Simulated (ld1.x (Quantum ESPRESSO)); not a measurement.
Logarithmic derivatives: In, PAW

| Item | Value |
| --- | --- |
| Element | In |
| Generator | ld1.x (Quantum ESPRESSO) 7.5 |
| Type | PAW |
| Functional | Wu–Cohen |
| Relativity | fully relativistic |
| Frozen core | [Ar] 3d10 |
| Valence charge | 21 |
| Reference configuration | 4s2 4p6 4d10 5s2 5p1 |
| Partial waves | 4s (bound): rcut 1.10, rcutus 1.90 bohr; 5s (bound): rcut 1.10, rcutus 1.90 bohr; 4p (bound): rcut 1.60, rcutus 1.85 bohr; 5p (bound): rcut 1.60, rcutus 1.85 bohr; 4d (bound): rcut 1.15, rcutus 1.35 bohr; 4d channel at -0.95 Ry: rcut 1.15, rcutus 1.35 bohr |
| Local potential | all-electron potential smoothed inside 1.45 bohr (lloc = -1) |
| Core correction | a·sin(br)/r model core inside 1.00 bohr |
| Augmentation charge | BESSEL, radius 1.20 bohr |

Open shells are filled in proportion to 2j + 1 (rel_dist='average').

The phase is arctan(r·u′/u) with u = r·R(r), unwrapped; energies in Ry, scanned from -11 to 5 Ry. A pole is an energy at which the radial function vanishes at the test radius. The pseudo phase is shifted by a multiple of π to meet the all-electron one at the reference energy, and phase errors are pseudo minus all-electron; the curves can meet again beyond the range given. Levels narrower than the energy grid can be missing from the lists of poles.

```
channel  radius (bohr)  reference energy (Ry)  poles, all-electron  poles, pseudo  unbroken range about the reference energy with phases within 0.05 rad  phase error 1 Ry above the reference energy (rad)
      s           2.04                  -0.61          -8.73, 4.06    -9.75, 2.43                                       not even at the reference energy                                             -0.419
   p1/2           2.04                  -0.20                -5.97    -6.99, 3.75                                       not even at the reference energy                                             -0.956
   p3/2           2.04                  -0.18                -5.46    -6.48, 3.97                                       not even at the reference energy                                             -1.083
   d3/2           2.04                  -1.40                -0.94          -1.96                                       not even at the reference energy                                             -0.132
   d5/2           2.04                  -1.34                -0.85          -1.88                                       not even at the reference energy                                             -0.133
```

The ghost test of this file was not conclusive. The potential misses its own reference levels by up to 13.8 eV, so it is not fit for use.

Phases in the p3/2 channel:

```csv
E (Ry),all-electron,pseudo
-11.00,1.412,1.402
-10.52,1.407,1.396
-10.04,1.402,1.390
-9.56,1.397,1.382
-9.08,1.390,1.373
-8.60,1.383,1.362
-8.12,1.374,1.347
-7.64,1.363,1.321
-7.16,1.349,1.256
-6.68,1.325,-0.709
-6.20,1.269,-1.694
-5.72,0.341,-1.754
-5.24,-1.680,-1.784
-4.76,-1.749,-1.808
-4.28,-1.781,-1.833
-3.80,-1.806,-1.859
-3.32,-1.831,-1.891
-2.84,-1.857,-1.931
-2.36,-1.889,-1.983
-1.88,-1.929,-2.057
-1.40,-1.981,-2.169
-0.92,-2.054,-2.355
-0.44,-2.164,-2.692
0.04,-2.345,-3.252
0.52,-2.667,-3.822
1.00,-3.200,-4.170
1.48,-3.762,-4.363
1.96,-4.119,-4.480
2.44,-4.319,-4.559
2.92,-4.438,-4.617
3.40,-4.517,-4.664
3.88,-4.573,-4.705
4.36,-4.616,-4.743
4.84,-4.649,-4.782
```
